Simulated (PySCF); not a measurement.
# Electronic absorption of pivaloyl chloride

Compound: pivaloyl chloride, C₅H₉ClO.
SMILES with atom numbers: `[CH3:1][C:2]([CH3:3])([CH3:4])[C:5](=[O:6])[Cl:7]` (hydrogens: H8, H9, H10 on C1; H11, H12, H13 on C3; H14, H15, H16 on C4)

The calculation used TDDFT CAM-B3LYP/def2-SVPD, vertical, gas phase, core orbitals frozen in the response (PySCF). Isolated species at its PBE0-D3(BJ)/def2-SVP geometry, gas phase. Torsions of this conformer, `[CH3:1][C:2]([CH3:3])([CH3:4])[C:5](=[O:6])[Cl:7]`: C1–C2–C5–O6 2°.

| state | λ (nm) | E (eV) | f | \|μ\| (D) | main configurations (H = HOMO, L = LUMO) |
| --- | --- | --- | --- | --- | --- |
| S1 | 241.7 | 5.13 | 0.0004 | 0.14 | H→L (96%) |
| S2 | 185.0 | 6.70 | 0.0000 | 0.03 | H-1→L (98%) |
| S3 | 177.0 | 7.01 | 0.0030 | 0.34 | H-2→L (75%), H→L+2 (14%) |
| S4 | 158.8 | 7.81 | 0.043 | 1.21 | H-1→L+2 (37%), H-1→L+1 (14%), H→L+1 (11%) |
| S5 | 156.4 | 7.93 | 0.0046 | 0.39 | H-2→L+2 (50%), H-2→L+1 (20%), H-3→L (15%) |
| S6 | 155.9 | 7.95 | 0.0010 | 0.18 | H-3→L (81%), H-2→L+2 (9%) |

The lowest singlet comes at 242 nm (495 kJ/mol) in the ultraviolet; it is dark (f under 0.0005); its leading configuration is HOMO→LUMO (96%). The most intense listed level is S4 at 7.81 eV (159 nm, f = 0.043), 2.68 eV above S1. Löwdin shares by element: HOMO oxygen 48%, chlorine 26%, carbon 17% or more; LUMO carbon 45% or more, oxygen 33%, chlorine 11%. Weighted by f, the mean energy of these states is 7.75 eV. Of the 6 states listed, 1 reaches f = 0.01 and 2 stay under 0.0005. The oscillator strengths of these states sum to 0.052; summed over the whole spectrum of an exact calculation they would give the number of electrons, 64 (Thomas–Reiche–Kuhn). The window holds the lowest 6 singlets.
